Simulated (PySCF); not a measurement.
# Calculated NMR parameters of CP1(=O)CC[SiH2]CC1

```yaml
Formula: C5H13OPSi
SMILES: CP1(=O)CC[SiH2]CC1
InChI: InChI=1S/C5H13OPSi/c1-7(6)2-4-8-5-3-7/h2-5,8H2,1H3
Point_group_of_the_computed_structure: Cs
Carbon_signals: 3
Proton_signals: 7
```

Atom-mapped SMILES (the numbers label the heavy atoms): `[CH3:1][P:2]1(=[O:3])[CH2:4][CH2:5][SiH2:6][CH2:7][CH2:8]1`. Each H is labelled by its parent atom.

All values are calculated (PySCF): shielding tensors at PBE0/pcSseg-1 (GIAO), GFN2-xTB geometry. Non-relativistic Hamiltonian, single conformer, fast rotation and ring inversion assumed for equivalent nuclei, isolated molecule.

Scale: 1H (σ = 31.72 ppm) and 13C (σ = 186.93 ppm) and 29Si (σ = 349.16 ppm) vs TMS; 31P (σ = 318.38 ppm) against H3PO4; 17O (σ = 336.08 ppm) against H2O (reference shieldings calculated alike).

```tsv
carbon	δC, type	δH (multiplicity)	HMBC from (2–3 bonds)	span of the C tensor (ppm)
C1	20.3, CH3	1.18 (m)	Hb(C4)/Hb(C8), Ha(C4)/Ha(C8)	40
C4/C8	31.1, CH2	Ha(C4) 1.30 (m); Hb(C4) 2.07 (m)	Hb(Si6), Ha(Si6), Hb(C4)/Hb(C8), Hb(C5)/Ha(C7), Ha(C4)/Ha(C8), H(C1), Ha(C5)/Hb(C7)	23
C5/C7	4.1, CH2	Ha(C5) 1.00 (m); Hb(C5) 1.78 (m)	Hb(Si6), Ha(Si6), Hb(C4)/Hb(C8), Hb(C5)/Ha(C7), Ha(C4)/Ha(C8), Ha(C5)/Hb(C7)	12
```

Other nuclei:
```
  atoms  nucleus                                                environment  δ (ppm)  σ (ppm)
Hb(Si6)       1H  hydrogen on a silicon bonded to 2 C, in a 6-membered ring     4.11    27.60
Ha(Si6)       1H  hydrogen on a silicon bonded to 2 C, in a 6-membered ring     3.99    27.72
     P2      31P          phosphorus bonded to 3 C, O, in a 6-membered ring      5.9    312.4
    Si6     29Si           silicon bonded to 2 C, 2 H, in a 6-membered ring    -44.8    393.9
     O3      17O                                                 P=O oxygen     88.6    247.5
```

δC 31.1: sp3 CH2 bonded to P. δC 20.3: methyl carbon bonded to P. δC 4.1: sp3 CH2 bonded to Si; an electropositive neighbour leaves it electron-rich and shielded. δH 2.07, 1.30: hydrogen on an sp3 CH2 bonded to P. δH 1.78, 1.00: hydrogen on an sp3 CH2 bonded to Si.

Splittings by 31P in the carbon and heteronuclear signals aren't shown, as no couplings were computed. Shifts are as computed. Against solution values, carbons near 30 ppm lie about +3 ppm off and those near 130 ppm about +5 ppm. Of 1211 compounds with measured shifts, 218 miss one by over three times the rms of a fit or turn the order of signals round; such compounds aren't used in these exercises. Experimental scales use liquid or dissolved standards, which lie at an offset from isolated H2O (liquid H2O: subtract about 36 ppm) and H3PO4. Multiplicities follow the n + 1 count of equivalent neighbours, as no J values were calculated; m marks all less simple cases, F and P coupling included.
